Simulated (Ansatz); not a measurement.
C$_{5}$H$_{15}$AsSi (`C[As]([SiH3])C(C)(C)C`), relaxed with RKS PBE-D4/def2-SVP in the Gaussian-basis code of Ansatz from a rough embedded geometry. The force threshold is 0.03 eV/Å; the program also tests the step.

Total charge 0; spin multiplicity 1.

Start:

```xyz
22

C    -0.919    2.223   -0.080
As    0.582    1.185    0.696
Si    1.830    1.320   -1.273
C    -0.119   -0.623    0.530
C    -0.870   -0.916   -0.856
C     1.043   -1.672    0.626
C    -1.098   -0.920    1.662
H    -1.122    1.935   -1.098
H    -1.838    1.932    0.547
H    -0.727    3.251    0.004
H     2.456    2.674   -1.324
H     2.956    0.367   -1.221
H     0.981    1.114   -2.454
H    -1.762   -0.334   -0.923
H    -1.171   -1.984   -0.933
H    -0.189   -0.733   -1.673
H     1.601   -1.485    1.585
H     0.694   -2.739    0.630
H     1.762   -1.545   -0.243
H    -1.498   -2.032    1.618
H    -0.624   -0.805    2.617
H    -1.968   -0.211    1.565
```

```json
{"step": "1", "energy (eV)": "-74114.0403", "largest force (eV/Å)": "3.655", "largest move (Å)": "0.000"}
{"step": "2", "energy (eV)": "-74114.5078", "largest force (eV/Å)": "0.992", "largest move (Å)": "0.177"}
{"step": "3", "energy (eV)": "-74114.5901", "largest force (eV/Å)": "0.298", "largest move (Å)": "0.108"}
{"step": "4", "energy (eV)": "-74114.6037", "largest force (eV/Å)": "0.104", "largest move (Å)": "0.079"}
{"step": "5", "energy (eV)": "-74114.6059", "largest force (eV/Å)": "0.060", "largest move (Å)": "0.037"}
{"step": "6", "energy (eV)": "-74114.6065", "largest force (eV/Å)": "0.018", "largest move (Å)": "0.023"}
{"step": "7", "energy (eV)": "-74114.6068", "largest force (eV/Å)": "0.020", "largest move (Å)": "0.020"}
{"step": "8", "energy (eV)": "-74114.6075", "largest force (eV/Å)": "0.034", "largest move (Å)": "0.056"}
{"step": "9", "energy (eV)": "-74114.6078", "largest force (eV/Å)": "0.031", "largest move (Å)": "0.053"}
{"step": "10 (rejected)", "energy (eV)": "-74114.6074", "largest force (eV/Å)": "0.046", "largest move (Å)": "0.030"}
{"step": "11", "energy (eV)": "-74114.6080", "largest force (eV/Å)": "0.008", "largest move (Å)": "0.015"}
```

End:

```xyz
22

C    -0.951    2.228    0.057
As    0.608    1.151    0.689
Si    1.850    1.363   -1.336
C    -0.139   -0.746    0.469
C    -0.803   -1.003   -0.885
C     1.049   -1.695    0.678
C    -1.159   -0.921    1.605
H    -1.336    1.908   -0.930
H    -1.762    2.153    0.808
H    -0.636    3.288   -0.004
H     2.376    2.775   -1.389
H     3.029    0.426   -1.345
H     1.044    1.128   -2.591
H    -1.651   -0.315   -1.075
H    -1.211   -2.039   -0.916
H    -0.090   -0.906   -1.729
H     1.565   -1.504    1.642
H     0.699   -2.750    0.689
H     1.801   -1.604   -0.133
H    -1.554   -1.961    1.605
H    -0.704   -0.734    2.599
H    -2.027   -0.240    1.492
```

Run time 38 s (5 threads of an AMD EPYC 7R13 on a shared host and a share of an NVIDIA H100 80 GB); peak host memory 0.85 GiB.
